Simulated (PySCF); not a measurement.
H4AlClO3Si (SMILES [OH][Al]([OH])[O][SiH2]Cl), singlet, at the geometry of the source list. Base run: PySCF with PBE/6-31G, polarisability.

Here is a job for PySCF.
```python
from pyscf import gto, scf, dft
from pyscf.prop import polarizability

mol = gto.Mole()
mol.atom = '''
    Si    2.00590000    0.15670000   -0.24210000
    Cl    2.72710000   -0.78780000    1.37090000
    O     0.39410000    0.17570000   -0.17790000
    Al   -1.25890000   -0.06160000    0.03530000
    O    -1.73320000   -1.62480000    0.19260000
    O    -2.29780000    1.22510000    0.07140000
    H     2.40210000   -0.56870000   -1.44370000
    H     2.42070000    1.55710000   -0.19950000
    H    -2.42020000   -2.24010000    0.39780000
    H    -2.23980000    2.16840000   -0.00480000
'''
mol.basis = '6-31g'
mol.verbose = 4
mol.build()

mf = dft.RKS(mol)
mf.xc = 'pbe'
mf.kernel()
alpha = mf.Polarizability().polarizability()[2, 2]
print('alpha_zz =', alpha)
```

Variants of this job, named by their change:

| change | alpha_zz (bohr³) | basis functions | core-seconds (rough) |
|---|---|---|---|
| base | 46.73 | 74 | 20 |
| functional = camb3lyp | 42.60 | 74 | 40 |
| finite field (a.u.) = 2e-4; conv_tol = 1e-6 | 48.23 | 74 | 10 |
| finite field (a.u.) = 0.001; conv_tol = 1e-6 | 46.30 | 74 | 10 |
| finite field (a.u.) = 0.001; conv_tol = 1e-11 | 46.74 | 74 | 20 |
| functional = hf | 37.86 | 74 | 2 |
| basis = 6-31G* | 50.19 | 104 | 30 |
| functional = pbe0 | 43.54 | 74 | 20 |
| functional = lda,vwn | ___ | 74 | 10 |
| basis = def2-SVP | ___ | 116 | 30 |
| basis = cc-pVDZ | 53.49 | 116 | 30 |
| finite field (a.u.) = 0.02; conv_tol = 1e-11 | 46.94 | 74 | 20 |

### Question
Fill in the missing entries.

### Answer

- functional = lda,vwn, alpha_zz (bohr³): 47.00
- basis = def2-SVP, alpha_zz (bohr³): 50.09

Finite-field rows take the second difference of the energy in a field along z; a small field with loose convergence shows SCF noise divided by the square of the field, and a large one adds hyperpolarisability.
